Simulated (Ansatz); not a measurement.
Isolated molecules relaxed with PBE0-D4/def2-TZVP in Ansatz; ΔE leaves out vibrations. CCSD(T)/CBS is the MP2 limit (def2-TZVPP, def2-QZVPP) plus CCSD(T) − MP2 in def2-TZVPP, frozen cores. Functionals use def2-TZVPP. HSE06 is defined as in plane-wave codes. For Ga, Ge outer-core shells are correlated without core-valence functions, which leaves a few kJ/mol of doubt a bond. Scalar relativity is left out up to krypton. One conformer a species, not always the lowest.

`CC[NH][GaH2]` + `[SH][GeH3]` → `[CH3][GeH2][SH]` + `C[NH][GaH2]`  (formal exchange of groups at a C–C bond)

(1) Is it downhill or uphill in electronic energy at CCSD(T)/CBS, and by how much? (Best estimate.)

(2) What do these levels give: revPBE-D4, B97M-V, BLYP, HSE06, MP2/def2-SVP, SCS-MP2/def2-TZVPP? (Estimate.)

Largest T1 diagnostic among the species: 0.015.

Results:

(1) Ansatz gave: Downhill: ΔE = -27.5 kJ/mol.

(2) The calculation gave: revPBE-D4 -23.7, B97M-V -21.8, BLYP -26.1, HSE06 -25.6, MP2/def2-SVP -15.4, SCS-MP2/def2-TZVPP -28.0 kJ/mol.

Leaving LDA and LC-ωPBE aside and taking each functional with its dispersion term where it has one, the values, not all of them listed here, spread over 5.2 kJ/mol, from PBE-QIDH to B97M-V. LDA lies +6.6 kJ/mol from PBE without D4. In def2-TZVPP, CCSD(T) changes the Hartree–Fock value by −3.8 kJ/mol (the triples alone add −0.2 kJ/mol) and MP2 by −7.1 kJ/mol. At CCSD(T), def2-SVP lies +15.8 kJ/mol from the extrapolated value and def2-TZVPP +0.5 kJ/mol.
